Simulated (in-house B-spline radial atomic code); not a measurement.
A fraction x of an electron is added to 3p in neutral sulfur, starting from [Ne] 3s2 3p4 and keeping the highest spin. Method: non-relativistic AM05, spin-polarised, spherical fractional occupations, point nucleus. Calculated with an all-electron radial atomic-structure program (B-spline basis).

| x | E(x) - E(0) (eV) | 3p down level (eV) |
| --- | --- | --- |
| 0 | 0.0000 | -5.973 |
| 0.1 | -0.5568 | -5.166 |
| 0.2 | -1.0337 | -4.375 |
| 0.3 | ? | ? |
| 0.4 | -1.7547 | -2.847 |
| 0.5 | -2.0025 | -2.113 |
| 0.6 | ? | ? |
| 0.7 | -2.2837 | -0.716 |
| 0.8 | -2.3222 | -0.060 |

**Question.** What belongs in the row x = 0.3?

**Answer.** An energy change of -1.4324 eV; 3p down at -3.602 eV.

**Question.** What belongs in the row x = 0.6?

**Answer.** An energy change of -2.1780 eV; 3p down at -1.402 eV.

**Question.** Check Janak's theorem between x = 0.1 and 0.2.

**Answer.** The slope of the energy is -4.77 eV; the orbital levels give -4.77 eV (ε of the filling orbital, averaged over the two points).

**Question.** Up to what added charge does this functional bind the extra electron?

**Answer.** The highest level rises by about 6.6 eV per electron near x = 0.8 and would reach zero near x = 0.81, so a whole extra electron isn't bound at the basis-set limit.
